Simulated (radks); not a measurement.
Q: Radial electron density D(r) = 4 pi r^2 rho(r) of an atom or ion with 25 electrons. Method: Dirac Kohn-Sham, relativistic LDA (MacDonald-Vosko exchange, VWN5 correlation), spin-unpolarised, spherical densities, finite nucleus; Fermi nuclear charge, rms radius of each element as measured or else 0.836 A^(1/3) + 0.57 fm; computed with a radial shooting solver on a logarithmic mesh with Libxc functionals.

```
   r/bohr * D(r) (the largest magnitude, 40, reaches the edge; | marks zero)
 0.004449 |    *
 0.005016 |     *
 0.005656 |      *
 0.006377 |        *
 0.007132 |         *
 0.008042 |            *
 0.009067 |              *
  0.01022 |                 *
  0.01143 |                    *
  0.01289 |                       *
  0.01454 |                          *
  0.01639 |                              *
  0.01848 |                                  *
  0.02067 |                                     *
   0.0233 |                                         *
  0.02628 |                                            *
  0.02963 |                                              *
  0.03314 |                                               *
  0.03736 |                                                *
  0.04212 |                                               *
   0.0475 |                                             *
  0.05355 |                                           *
   0.0599 |                                         *
  0.06753 |                                       *
  0.07614 |                                      *
  0.08585 |                                      *
  0.09603 |                                        *
   0.1083 |                                           *
   0.1221 |                                                *
   0.1376 |                                                   *
   0.1552 |                                                      *
   0.1736 |                                                      *
   0.1957 |                                                   *
   0.2207 |                                              *
   0.2488 |                                       *
   0.2783 |                                *
   0.3138 |                           *
   0.3538 |                       *
   0.3989 |                       *
   0.4497 |                         *
    0.503 |                           *
   0.5672 |                             *
   0.6395 |                             *
    0.721 |                          *
   0.8064 |                      *
   0.9093 |                 *
    1.025 |            *
    1.156 |       *
    1.303 |    *
    1.458 |  *
    1.644 | *
    1.853 |*
    2.089 *
    2.337 *
    2.635 *
    2.971 *
```

What is the nuclear charge?

A: Z = 29. The innermost maximum, from 1s, lies near gamma/Z bohr with gamma = sqrt(1 - (Z/c)^2) = 0.977, here 0.0337 bohr (found: 0.0365), and its height grows with Z. The density is that of the copper ion Cu4+ in [Ar] 3d7; the configuration itself is not fixed sharply by these data, and Z only to about a unit. D(r) has 3 maxima, at r = 0.0365, 0.165, 0.590 bohr, and minima at 0.0786, 0.377 bohr, inside which lie 2.11, 10.83 electrons.
